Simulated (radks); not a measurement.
Values are calculated unless marked as measured or tabulated.
Question: The gold ion Au77+, [He]. Code: a radial shooting solver on a logarithmic mesh with Libxc functionals. Model: non-relativistic Kohn-Sham, PBE, spin-polarised, spherical densities, point nucleus. Every spin shell is full or empty, so the densities are truly spherical. Functionals are evaluated on that one density, not self-consistently. Rank these exchange functionals by their error against the exact value of the orbitals, and give that value: LDA, B88, PBE, RPBE, PW91, PW86, AM05, EV93, APBE, r2SCAN, MS2, Tao-Mo, TASK, MVS.

Answer: Exact: -49.1403 hartree. From best to worst, with 100 (|E| - |E exact|)/|E exact| (equal figures are ties): TASK +0.01, r2SCAN +0.01, MVS +0.01, MS2 +0.01, Tao-Mo +0.01, PW86 -0.34, RPBE -0.40, APBE -0.54, B88 -0.86, PW91 -1.78, PBE -2.08, EV93 +3.71, AM05 -11.01, LDA -14.22.
